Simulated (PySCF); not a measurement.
A species of formula C5H13F2NSi has this rotational fingerprint, computed with PBE0/pcSseg-1 in PySCF (dipole) on a GFN2-xTB geometry, gas phase:

- Rotational constants: A = 1574, B = 1134, C = 918.0 MHz
- Dipole components: |μa| = 0.27 D, |μb| = 2.06 D, |μc| = 0.03 D
- Inertial defect: -216.01 u·Å²
- κ: -0.34

Question: Which candidate fits, each taken in the one conformer that was computed?
A. `[CH3:1][C@@H:2]([F:3])[C@@H:4]([F:5])[SiH2:6][N:7]([CH3:8])[CH3:9]` with C1–C2–C4–F5 70°, C2–C4–Si6–N7 173°, C4–Si6–N7–C8 -168°
B. `[CH3:1][NH:2][C@@:3]([CH3:4])([SiH2:5][CH3:6])[CH:7]([F:8])[F:9]` with C1–N2–C3–C4 62°, N2–C3–Si5–C6 61°, N2–C3–C7–F8 -157°
C. `[CH3:1][N:2]([CH3:3])[SiH2:4][C@@H:5]([F:6])[CH2:7][CH2:8][F:9]` with C1–N2–Si4–C5 165°, N2–Si4–C5–F6 84°, Si4–C5–C7–C8 -55°, C5–C7–C8–F9 75°

Answer: B. It is CN[C@@](C)([SiH2]C)C(F)F, an asymmetric top, point group C1. The candidates at the same level (rigid rotor, commonest isotopes):

| SMILES | A (MHz) | B (MHz) | C (MHz) | μa (D) | μb (D) | μc (D) | Δ (u·Å²) | point group | rotor |
| --- | --- | --- | --- | --- | --- | --- | --- | --- | --- |
| CN[C@@](C)([SiH2]C)C(F)F | 1574 | 1134 | 918.0 | 0.27 | 2.06 | 0.03 | -216.01 | C1 | asymmetric top |
| CN(C)[SiH2][C@@H](F)CCF | 2291 | 775.7 | 630.3 | 0.07 | 0.62 | 1.15 | -70.37 | C1 | asymmetric top |
| C[C@@H](F)[C@@H](F)[SiH2]N(C)C | 2587 | 720.6 | 600.5 | 0.56 | 0.64 | 0.34 | -55.04 | C1 | asymmetric top |

`C[C@@H](F)[C@@H](F)[SiH2]N(C)C` has A 64 % too high; `CN(C)[SiH2][C@@H](F)CCF` has A 46 % too high. No structure here is proved a minimum.
